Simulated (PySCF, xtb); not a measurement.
CH₄Cl₂OSn, SMILES C[O][SnH]([Cl])[Cl]. The values are those of a single conformer.

Harmonic wavenumbers (cm⁻¹) from GFN2-xTB in xtb 6.7.1 at its own minimum, in rising order: 38, 77, 94, 99, 146, 228, 292, 333, 377, 422, 440, 1035, 1132, 1141, 1277, 1410, 1470, 1481, 2939, 2948, 2974.

**Question.** What does B3LYP-D3(BJ)/def2-SVP in PySCF 2.14.0 give at its own minimum? (The exact figures need the calculation; the answer reports its results.)

**Answer.** 46, 99, 114, 122, 184, 257, 364, 379, 540, 554, 569, 1094, 1171, 1185, 1465, 1467, 1480, 1964, 2987, 3058, 3095. Paired by order, the mean absolute difference is 88 cm⁻¹ and the zero-point energies are 29.1 and 31.7 kcal/mol.
